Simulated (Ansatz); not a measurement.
Species: sum formula HSF₂, net charge 1, singlet state. It need not be the lowest isomer of its formula. 
Coordinates optimised at B3LYP-D3(BJ)/def2-TZVP (Ansatz, a program for electronic structure):
SMILES: F[SH+]F
```xyz
4

F     -1.1826    -0.4559     0.1935
S     -0.0085     0.4211    -0.2493
F      1.1977    -0.4304     0.1552
H      0.0004     1.2393     0.8511
```
Charge +1, spin multiplicity 1.

Quantity: vertical triplet-singlet gap (E(triplet) - E(singlet); each state is the SCF solution reached for its spin), in kcal/mol. Correlated levels leave the core frozen unless marked. UHF or UKS for open shells. Spin-orbit coupling is left out. No relativistic terms. CBS(X,Y): correlation extrapolated as X^-3; Hartree-Fock from the larger set. The bracket is a focal-point correction in the basis named.

| level | program | vertical triplet-singlet gap (kcal/mol) |
|---|---|---|
| SVWN5/def2-TZVPD | Ansatz | 121.9 |
| r2SCAN/def2-TZVPD | Ansatz | … |
| B3LYP/def2-TZVPD | Ansatz | … |
| PBE0/def2-TZVPD | Ansatz | … |
| BHLYP/def2-TZVPD | Ansatz | 130.8 |
| CAM-B3LYP/def2-TZVPD | Ansatz | 127.3 |
| wB97M-V/def2-TZVPD | Ansatz | … |
| wB97X-V/def2-TZVPD | Ansatz | 130.0 |
| B2PLYP/def2-TZVPD | Ansatz | 128.8 |
| SCS-MP2/aug-cc-pV(D+d)Z | Ansatz | 137.6 |
| SCS-MP2/aug-cc-pV(T+d)Z | Ansatz | 138.4 |
| CCSD/aug-cc-pV(D+d)Z | Ansatz | 134.5 |
| CCSD/aug-cc-pV(T+d)Z | Ansatz | 134.1 |
| RI-MP2/CBS(aug-cc-pV(T+d)Z,aug-cc-pV(Q+d)Z)+[CCSD(T)-MP2]/aug-cc-pV(T+d)Z | Ansatz | 133.6 |

Question: Complete the blanks.

Answer: 
- r2SCAN/def2-TZVPD, vertical triplet-singlet gap (kcal/mol): 120.1
- B3LYP/def2-TZVPD, vertical triplet-singlet gap (kcal/mol): 126.4
- PBE0/def2-TZVPD, vertical triplet-singlet gap (kcal/mol): 124.6
- wB97M-V/def2-TZVPD, vertical triplet-singlet gap (kcal/mol): 132.1
